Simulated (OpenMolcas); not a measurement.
## Mo2+: from CASSCF to CASPT2

```yaml
Program: OpenMolcas 26.06
Basis: ANO-R1 [6s4p3d1f]
Scalar_Hamiltonian: X2C, finite nucleus
Active_space: 4 electrons in 5 orbitals (4d)
State_averaging: 2S+1 = 5 even, 5 roots; 2S+1 = 3 even, 45 roots; 2S+1 = 1 even, 50 roots
Spin-orbit_coupling: state interaction with AMFI integrals over the reference wave functions, term energies averaged over their components
```

Methods on the same reference wave functions:
A. CASSCF
B. SS-CASPT2, IPEA 0.25 Eh, imaginary shift 0.1 Eh (closed shells correlated: 4s 4p)
C. MS-CASPT2, IPEA 0.25 Eh, imaginary shift 0.1 Eh (closed shells correlated: 4s 4p)

Energies in cm-1 above 4d4 5D0, the measured ground level; measured values from Sugar and Musgrove, J. Phys. Chem. Ref. Data 17, 155 (1988).

| Level | A | B | C | Measured |
| --- | --- | --- | --- | --- |
| 4d4 5D0 | 0.0 | 0.0 | 0.0 | 0.0 |
| 4d4 5D1 | 224 | 237 | 238 | 242 |
| 4d4 5D2 | 635 | 662 | 663 | 668 |
| 4d4 5D3 | 1191 | 1222 | 1223 | 1224 |
| 4d4 5D4 | 1857 | 1881 | 1882 | 1872 |
| 4d4 3H4 | 15618 | 14570 | 14560 | 12680 |
| 4d4 3P0(1) | 15985 | 12960 | 12950 | 11149 |
| 4d4 3H5 | 16114 | 15140 | 15140 | 13276 |
| 4d4 3H6 | 16595 | 15660 | 15660 | 13811 |
| 4d4 3P1(1) | 17231 | 14240 | 14230 | 12510 |
| 4d4 3F3(1) | 18099 | 15890 | 15880 | 13948 |
| 4d4 3F2(1) | 18186 | 15900 | 15880 | 13929 |
| 4d4 3F4(1) | 18344 | 16190 | 16190 | 14296 |
| 4d4 3P2(1) | 19150 | 16130 | 16140 | 14358 |
| 4d4 3G3 | 19982 | 17930 | 17940 | 15871 |
| 4d4 3G4 | 20390 | 18350 | 18360 | 16283 |
| 4d4 3G5 | 20695 | 18760 | 18760 | 16714 |
| 4d4 1I6 | 23954 | 22510 | 22510 | 20290 |
| 4d4 3D3 | 25202 | 21780 | 21780 | 19488 |
| 4d4 3D2 | 25352 | 21920 | 21920 | 19577 |
| 4d4 1G4(1) | 25600 | 22810 | 22800 | 20612 |
| 4d4 3D1 | 25606 | 22190 | 22190 |  |
| 4d4 1S0(1) | 29289 | 24580 | 24550 | 22990 |
| 4d4 1D2(1) | 30941 | 26940 | 26940 | 22806 |

Deviations, from unrounded energies. A percentage is the sum of absolute deviations over the sum of measured energies, with the sign that they share, or ± where signs differ.

```csv
Against measurement,Levels,A,B,C
mean absolute deviation (cm-1),22,3700,1700,1700
fine structure of the ground term (%),4,-2.5,±0.5,±0.5
other terms of the ground configuration (%),18,+27.9,+12.8,+12.8
```

B, C lie about equally close to measurement and A furthest from it. The largest miss of C in the table is 4d4 1D2(1), by +4100 cm-1. The ranking rests on the paired levels alone, and a cruder setting can come out closer through cancelling errors.

Between B and C the level of the table that moves most is 4d4 1S0(1), by 27 cm-1 (lowest in C, highest in B). Moves below CASPT2's spread within the term are not significant.

The two smallest mean deviations differ by little beside CASPT2's spread within terms, so their order carries little weight.

From A to B the spin-free energies of the other terms of 4d4 shown, above 5D, scale by factors of 0.82 to 0.94, as is usual when dynamic correlation screens the repulsion within a d or f shell.

The lowest spin-free term lies below A's lowest term by 0.196 hartree in B, 0.196 hartree in C.

Term energies are means over components that CASPT2 splits; among the terms shown or strongly mixed into the levels shown the widest spread is 1100 cm-1 (4d4 1I, C). Levels of configurations with an s electron are missing; early in the row they begin among the upper levels of the d shell and mix with terms of their name. Some levels mix across a computed gap that differs much from the measured one, so their mixing is not that of the real levels. The CASPT2 spread within a term exceeds the gap to the next term for 4d4 1G(1) and 4d4 1I, so the order of their levels is uncertain (figures for B; the like holds for C). Without dynamic correlation excited terms often stand tens of per cent too high (terms of higher spin than the ground term too low), and those without a measured partner can miss by more than the paired ones (holds for A). Some terms miss by over 15 % even with CASPT2, which points to a basis or an active space too small for the shells correlated (holds for B; C). Measured partners are found by configuration, term and J. A level has none where our copy of the source lacks it or the pairing is in doubt (some pairs that miss far off the trend of their configuration count as doubtful), and it then counts in no deviation. Levels of configurations outside the active space are missing. Levels that lie high or do not pair safely by name in every column are left out.

A number in round brackets counts repeated terms of one configuration in the order of the reference energies.
